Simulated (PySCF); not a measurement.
Cost of excited-state runs on `InChI=1S/C7H14O/c1-3-4-5-7(2)6-8/h6-7H,3-5H2,1-2H3/t7-/m0/s1`

Geometry:
| atom | x (Å) | y (Å) | z (Å) |
| --- | --- | --- | --- |
| C1 | 3.355 | -0.225 | -0.578 |
| C2 | 2.117 | 0.102 | 0.240 |
| C3 | 0.823 | -0.012 | -0.553 |
| C4 | -0.416 | 0.321 | 0.266 |
| C5 | -1.725 | 0.237 | -0.509 |
| C6 | -2.902 | 0.876 | 0.233 |
| C7 | -2.104 | -1.182 | -0.863 |
| O8 | -1.527 | -2.171 | -0.499 |
| H9 | 3.311 | -1.252 | -0.973 |
| H10 | 4.275 | -0.138 | 0.021 |
| H11 | 3.456 | 0.454 | -1.440 |
| H12 | 2.203 | 1.123 | 0.654 |
| H13 | 2.062 | -0.570 | 1.115 |
| H14 | 0.873 | 0.660 | -1.431 |
| H15 | 0.731 | -1.036 | -0.951 |
| H16 | -0.478 | -0.361 | 1.131 |
| H17 | -0.317 | 1.340 | 0.680 |
| H18 | -1.620 | 0.763 | -1.479 |
| H19 | -2.718 | 1.948 | 0.396 |
| H20 | -3.844 | 0.778 | -0.328 |
| H21 | -3.044 | 0.405 | 1.218 |
| H22 | -3.025 | -1.264 | -1.502 |

PySCF with density fitting, on 1 thread of an Intel Xeon Platinum 8488C, shared host. Command: `OMP_NUM_THREADS=1 python excited_run.py task.json out`

Problem. How long does each of these runs take, and how much memory?
- first hyperpolarisability, CAM-B3LYP/aug-cc-pVDZ; usual settings
- excited states, CAM-B3LYP/aug-cc-pVDZ; Tamm-Dancoff; spin-orbit couplings; 6 states; 5 triplets; quadratic response for 4 states
- excited states, CAM-B3LYP/aug-cc-pVDZ; two-photon moments; 8 states; quadratic response for 6 states; 0 triplets

Solution. 
```tsv
run	level	basis functions	wall time	peak memory (GiB)
first hyperpolarisability	CAM-B3LYP/aug-cc-pVDZ	310	87 s	1.4
excited states	CAM-B3LYP/aug-cc-pVDZ	310	110 s	1.4
excited states	CAM-B3LYP/aug-cc-pVDZ	310	2.3 min	1.4
```
Times from a shared host are rough.
